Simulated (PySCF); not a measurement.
Members of one series of related molecules.

All values: PBE0/pcSseg-1 (PySCF) at GFN2-xTB geometries, gas phase, one conformer each.

Problem. Rank by LUMO energy, highest first.
A. `C1[C@]2(O[SiH2]CCC#N)[C@H]1C2`
B. `O=CC[SiH2]O[C@]12C[C@H]1C2`
C. `NCC[SiH2]O[C@]12C[C@H]1C2`
D. `C1[C@H]2C[C@]21O[SiH2]CF`
E. `O=C(O)C[SiH2]O[C@]12C[C@H]1C2`
F. `FCC[SiH2]O[C@]12C[C@H]1C2`

Solution. C (0.74 eV), F (0.61 eV), D (0.46 eV), A (0.22 eV), E (0.04 eV), B (-0.72 eV).

Problem. Rank by the highest IAO charge on any atom, highest value first.
A. `FC(F)C[SiH2]O[C@]12C[C@H]1C2`
B. `N#CC[SiH2]O[C@]12C[C@H]1C2`
C. `NCC[SiH2]O[C@]12C[C@H]1C2`

Solution. B (+1.044 e), A (+1.017 e), C (+0.998 e).

Problem. Rank by the lowest IAO charge on any atom, highest value first.
A. `C1[C@H]2C[C@@]12O[SiH2]CC=O`
B. `FC[SiH2]O[C@]12C[C@H]1C2`
C. `C[SiH2]O[C@]12C[C@H]1C2`

Solution. B (-0.590 e), A (-0.606 e), C (-0.732 e).

All values together:

| SMILES | change | formula | μ (D) | HOMO (eV) | LUMO (eV) | lowest IAO charge (e) | highest IAO charge (e) | lowest Hirshfeld charge (e) | highest Hirshfeld charge (e) |
| --- | --- | --- | --- | --- | --- | --- | --- | --- | --- |
| C[SiH2]O[C@]12C[C@H]1C2 | parent | C5H10OSi | 0.68 | -6.54 | 0.85 | -0.732 (C) | +1.029 (Si) | -0.214 (C) | +0.411 (Si) |
| NCC[SiH2]O[C@]12C[C@H]1C2 | H on C replaced by CH2NH2 | C6H13NOSi | 2.03 | -6.52 | 0.74 | -0.592 (O) | +0.998 (Si) | -0.244 (N) | +0.401 (Si) |
| FC[SiH2]O[C@]12C[C@H]1C2 | H on C replaced by F | C5H9FOSi | 1.59 | -6.50 | 0.46 | -0.590 (O) | +1.007 (Si) | -0.207 (O) | +0.410 (Si) |
| [SiH3]CC[SiH2]O[C@]12C[C@H]1C2 | H on C replaced by CH2SiH3 | C6H14OSi2 | 0.92 | -6.50 | 0.35 | -0.589 (O) | +1.009 (Si) | -0.205 (O) | +0.401 (Si) |
| [H]/N=C\C[SiH2]O[C@]12C[C@H]1C2 | H on C replaced by CH=NH | C6H11NOSi | 2.66 | -6.71 | -0.21 | -0.594 (O) | +1.023 (Si) | -0.247 (N) | +0.413 (Si) |
| FC(F)C[SiH2]O[C@]12C[C@H]1C2 | H on C replaced by CHF2 | C6H10F2OSi | 2.14 | -6.73 | 0.43 | -0.592 (O) | +1.017 (Si) | -0.204 (O) | +0.403 (Si) |
| O=C(O)C[SiH2]O[C@]12C[C@H]1C2 | H on C replaced by COOH | C6H10O3Si | 1.76 | -6.79 | 0.04 | -0.603 (C) | +1.039 (Si) | -0.284 (O) | +0.415 (Si) |
| O=CC[SiH2]O[C@]12C[C@H]1C2 | H on C replaced by CHO | C6H10O2Si | 3.21 | -6.85 | -0.72 | -0.606 (C) | +1.031 (Si) | -0.240 (O) | +0.422 (Si) |
| N#CCC[SiH2]O[C@]12C[C@H]1C2 | H on C replaced by CH2CN | C7H11NOSi | 4.39 | -6.81 | 0.22 | -0.595 (O) | +1.007 (Si) | -0.237 (N) | +0.411 (Si) |
| N#CC[SiH2]O[C@]12C[C@H]1C2 | H on C replaced by CN | C6H9NOSi | 3.79 | -6.88 | 0.09 | -0.594 (C/O) | +1.044 (Si) | -0.240 (N) | +0.429 (Si) |
| FCC[SiH2]O[C@]12C[C@H]1C2 | H on C replaced by CH2F | C6H11FOSi | 1.01 | -6.56 | 0.61 | -0.591 (O) | +1.009 (Si) | -0.205 (O) | +0.400 (Si) |

Conformers: `[CH3:1][SiH2:2][O:3][C@:4]12[CH2:5][C@H:6]1[CH2:7]2` with C1–Si2–O3–C4 -172°, Si2–O3–C4–C5 -134°; `[NH2:1][CH2:2][CH2:3][SiH2:4][O:5][C@:6]12[CH2:7][C@H:8]1[CH2:9]2` with H–N1–C2–C3 60° and -59°, N1–C2–C3–Si4 -179°, C2–C3–Si4–O5 56°, C3–Si4–O5–C6 177°, Si4–O5–C6–C7 33°; `[F:1][CH2:2][SiH2:3][O:4][C@:5]12[CH2:6][C@H:7]1[CH2:8]2` with F1–C2–Si3–O4 -69°, C2–Si3–O4–C5 56°, Si3–O4–C5–C6 34°; `[SiH3:1][CH2:2][CH2:3][SiH2:4][O:5][C@:6]12[CH2:7][C@H:8]1[CH2:9]2` with Si1–C2–C3–Si4 180°, C2–C3–Si4–O5 179°, C3–Si4–O5–C6 176°, Si4–O5–C6–C7 36°; `[H]/[N:2]=[CH:3]\[CH2:4][SiH2:5][O:6][C@:7]12[CH2:8][C@H:9]1[CH2:10]2` with N2–C3–C4–Si5 98°, C3–C4–Si5–O6 63°, C4–Si5–O6–C7 -177°, Si5–O6–C7–C8 129°; `[F:1][CH:2]([F:3])[CH2:4][SiH2:5][O:6][C@:7]12[CH2:8][C@H:9]1[CH2:10]2` with F1–C2–C4–Si5 -55°, C2–C4–Si5–O6 -171°, C4–Si5–O6–C7 179°, Si5–O6–C7–C8 43°; `[O:1]=[C:2]([OH:3])[CH2:4][SiH2:5][O:6][C@:7]12[CH2:8][C@H:9]1[CH2:10]2` with O1–C2–O3–H 0°, O1–C2–C4–Si5 -86°, C2–C4–Si5–O6 -179°, C4–Si5–O6–C7 179°, Si5–O6–C7–C8 69°; `[O:1]=[CH:2][CH2:3][SiH2:4][O:5][C@:6]12[CH2:7][C@H:8]1[CH2:9]2` with O1–C2–C3–Si4 -92°, C2–C3–Si4–O5 -65°, C3–Si4–O5–C6 -177°, Si4–O5–C6–C7 114°; `[N:1]#[C:2][CH2:3][CH2:4][SiH2:5][O:6][C@:7]12[CH2:8][C@H:9]1[CH2:10]2` with C2–C3–C4–Si5 180°, C3–C4–Si5–O6 -57°, C4–Si5–O6–C7 -175°, Si5–O6–C7–C8 143°; `[N:1]#[C:2][CH2:3][SiH2:4][O:5][C@:6]12[CH2:7][C@H:8]1[CH2:9]2` with C2–C3–Si4–O5 180°, C3–Si4–O5–C6 -177°, Si4–O5–C6–C7 145°; `[F:1][CH2:2][CH2:3][SiH2:4][O:5][C@:6]12[CH2:7][C@H:8]1[CH2:9]2` with F1–C2–C3–Si4 57°, C2–C3–Si4–O5 173°, C3–Si4–O5–C6 177°, Si4–O5–C6–C7 42°.

Problem. Give the shifts from the parent, `C[SiH2]O[C@]12C[C@H]1C2`.

Solution. 
```tsv
SMILES	change in μ (D)	change in HOMO (eV)	change in LUMO (eV)
NCC[SiH2]O[C@]12C[C@H]1C2	+1.35	+0.02	-0.11
FC[SiH2]O[C@]12C[C@H]1C2	+0.91	+0.04	-0.39
[SiH3]CC[SiH2]O[C@]12C[C@H]1C2	+0.24	+0.04	-0.50
[H]/N=C\C[SiH2]O[C@]12C[C@H]1C2	+1.98	-0.17	-1.06
FC(F)C[SiH2]O[C@]12C[C@H]1C2	+1.46	-0.19	-0.42
O=C(O)C[SiH2]O[C@]12C[C@H]1C2	+1.08	-0.25	-0.81
O=CC[SiH2]O[C@]12C[C@H]1C2	+2.53	-0.31	-1.57
N#CCC[SiH2]O[C@]12C[C@H]1C2	+3.71	-0.27	-0.63
N#CC[SiH2]O[C@]12C[C@H]1C2	+3.11	-0.34	-0.76
FCC[SiH2]O[C@]12C[C@H]1C2	+0.33	-0.02	-0.24
```
